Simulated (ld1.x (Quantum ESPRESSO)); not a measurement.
Which change was made? (C, TM)

* Element: carbon
* Generator: ld1.x (Quantum ESPRESSO) 7.5
* Type: norm-conserving Troullier–Martins (Kleinman–Bylander form)
* Functional: PBEsol
* Relativity: scalar-relativistic
* Frozen core: [He]
* Valence charge: 4
* Reference configuration: 2s2 2p2
* Partial waves: 2s (bound): rc 0.95 bohr; 2p (bound): rc 2.55 bohr
* Local potential: all-electron potential smoothed inside 2.50 bohr (lloc = -1)
* Core correction: Bessel-smoothed model core, default radius (core density twice the valence density)

Cutoffs, loose and tight: the cutoffs (Ry, on a coarse ladder) from which the occupation-weighted sum of valence levels, in a spherical-Bessel basis at the reference potential, stays within 10 and 1 mRy of its value at 400 Ry. They do not see the model core or the augmentation charge, which bear on the density cutoff. Test errors are all-electron minus pseudo excitation energies from the reference, over the configurations 2s2 2p1; 2s2 2p0; 2s1 2p0; 2s1 2p3; 2s1 2p2; 2s2 2p1.5; 2s0 2p4; variants that change the core or the reference have their own tests.

The base gives: outcome: generated; cutoff, loose: 35 Ry; cutoff, tight: 90 Ry; bound ghosts: none; largest test error (meV): +1356.

(1) After one change the result is: outcome: generated; cutoff, loose: 230 Ry; cutoff, tight: over 300 Ry; bound ghosts: none; largest test error (meV): +1325. Which change was it?
A. wave 2s (bound): rc 0.95 bohr becomes 2s (bound): rc 0.78 bohr
B. wave 2s (bound): rc 0.95 bohr becomes 2s (bound): rc 0.68 bohr
C. wave 2s (bound): rc 0.95 bohr becomes 2s (bound): rc 1.42 bohr
D. wave 2s (bound): rc 0.95 bohr becomes 2s (bound): rc 0.62 bohr

## Answers

(1) D. The others give: wave 2s (bound): rc 0.95 bohr becomes 2s (bound): rc 0.68 bohr → outcome: generated; cutoff, loose: 180 Ry; cutoff, tight: 260 Ry; bound ghosts: none; largest test error (meV): +1342 | wave 2s (bound): rc 0.95 bohr becomes 2s (bound): rc 0.78 bohr → outcome: generated; cutoff, loose: 110 Ry; cutoff, tight: 230 Ry; bound ghosts: none; largest test error (meV): +1353 | wave 2s (bound): rc 0.95 bohr becomes 2s (bound): rc 1.42 bohr → outcome: generated; cutoff, loose: 30 Ry; cutoff, tight: 60 Ry; bound ghosts: none; largest test error (meV): +1354.
